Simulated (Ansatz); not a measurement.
Reactions of GeH6OSSi, SMILES `[SiH3][O][GeH2][SH]`.

Gas-phase electronic energies from Ansatz, PBE0-D4/def2-TZVP geometries. CCSD(T)/CBS adds triple-zeta CCSD(T) − MP2 to the extrapolated MP2 energy (def2 sets, frozen cores). This one scheme is used for every species. Double bonds are as drawn, so ΔE can hold a change between cis and trans. DFT in def2-TZVPP. For Ge, Mg outer-core shells are correlated without core-valence functions, which leaves a few kJ/mol of doubt a bond. Scalar relativity is left out up to krypton. One conformer a species, not always the lowest.

```
                                                                         reaction  r2SCAN-D4 (kJ/mol)  CCSD/CBS(def2) (kJ/mol)  CCSD(T)/CBS(def2) (kJ/mol)
                       `[SiH3][O][GeH2][SH]` + H₂O → `[OH][GeH2][SH]` + `O[SiH3]`                  13                       19                          19
             `[SiH3][O][GeH2][SH]` + `CB(O)S` → `CB(S)O[SiH3]` + `[OH][GeH2][SH]`                  16                       16                          16
     `[SiH3][O][GeH2][SH]` + `CNB[SiH3]` → `CN([SiH3])B[SiH3]` + `[OH][GeH2][SH]`                  74                       75                          72
           `[SiH3][O][GeH2][SH]` + `C/N=C\N` → `C/N=C/N[SiH3]` + `[OH][GeH2][SH]`                  37                       39                          38
                       `[SiH3][O][GeH2][SH]` + HCl → `[SH][GeH2][Cl]` + `O[SiH3]`                 -30                      -25                         -25
                 `[SiH3][O][GeH2][SH]` + `CCBO` → `CCBO[SiH3]` + `[OH][GeH2][SH]`                  15                       16                          16
`[SiH3][O][GeH2][SH]` + `[CH3][Mg][OH]` → `[CH3][Mg][O][SiH3]` + `[OH][GeH2][SH]`                 -24                      -24                         -24
       `[SiH3][O][GeH2][SH]` + `OC(O)(O)F` → `OC(O)(F)O[SiH3]` + `[OH][GeH2][SH]`                  13                       15                          15
```

Largest T1 diagnostic: 0.014, for `CNB[SiH3]`.
